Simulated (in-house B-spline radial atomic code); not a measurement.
Atomic self-consistent-field run: neutral gallium. Method: Dirac-Hartree-Fock, average of the jj configuration, Fermi nucleus of rms radius 3.9973 fm. Calculated with an all-electron radial atomic-structure program (B-spline basis).

In the input, a minus or plus after the letter marks the j = l - 1/2 or j = l + 1/2 subshell.

Command:
```bash
python run_scf.py task.json out
```
Settings (nuclear radius in fm, mass in u):
```
Z                31
configuration    1s2 2s2 2p6 3s2 3p6 3d10 4s2 4p-1
hamiltonian      dirac
method           hf
spin_polarised   False
nucleus          fermi
rms_radius       3.9973
atomic_mass      68.92557
speed_of_light   137.035999084
```

Output (hartree, bohr):
```
 radial grid: 78 intervals, B-splines of order 8, outer radius 50 bohr

 iter        energy (Eh)    residual
    1      -1942.0438086    4.37e-01
    2      -1942.4724307    5.80e-02
    3      -1942.5650183    1.51e-02
    4      -1942.5659265    6.72e-03
    5      -1942.5662018    6.63e-04
    6      -1942.5662112    1.46e-04
    7      -1942.5662122    3.25e-05
    8      -1942.5662123    1.41e-05
    9      -1942.5662123    1.05e-06
   10      -1942.5662123    2.92e-07

 total energy                    -1942.566212
 kinetic                           1982.15683
 electron-nucleus                 -4691.35477
 electron-electron                  766.63173

 first-order corrections (not in the total)
   Gaunt                            0.93890
   retardation                     -0.08670
   frequency dependence            -0.00321
   self-energy                      0.62811
   Uehling                         -0.05890
   Wichmann-Kroll                   0.00050
   recoil                           0.01150

 orbital      occ     eigenvalue          <r>       <r^2>       <1/r>     <1/r^2>       r_max    small
 1s1/2      2.000     -383.91181    0.0485761  0.00317547     31.3069     2023.12     0.03179  1.26e-02
 2s1/2      2.000      -49.30112     0.216706   0.0554626     6.91514     204.749       0.182  2.44e-03
 2p1/2      2.000      -43.43888     0.188215   0.0435078     6.84121     66.0498      0.1446  2.40e-03
 2p3/2      4.000      -42.40897     0.191664   0.0449894     6.66909      60.831      0.1475  2.36e-03
 3s1/2      2.000       -6.57909     0.650277    0.487575     2.18596     31.0076      0.5644  5.39e-04
 3p1/2      2.000       -4.61945     0.672643    0.532792      2.0501     9.58701      0.5636  4.88e-04
 3p3/2      4.000       -4.47414     0.682988    0.549268     2.00986     8.84375      0.5717  4.76e-04
 3d3/2      4.000       -1.17479     0.789922     0.80266     1.66493       3.742      0.5385  3.48e-04
 3d5/2      6.000       -1.15443     0.793501    0.808306      1.6553     3.69291      0.5415  3.45e-04
 4s1/2      2.000       -0.43288      2.45022     6.99044    0.525719      1.8763       1.965  4.14e-05
 4p1/2      1.000       -0.20983       3.3891     13.6375    0.377058     0.36708       2.611  2.10e-05

 Slater integrals (Eh)
   F0(4s1/2,4s1/2)               0.369782
   F0(4s1/2,4p1/2)               0.306823
   G1(4s1/2,4p1/2)               0.188234
   F0(4p1/2,4p1/2)               0.268240
```


For the Dirac Hamiltonian the kinetic term is c α·p + (β - 1)c².
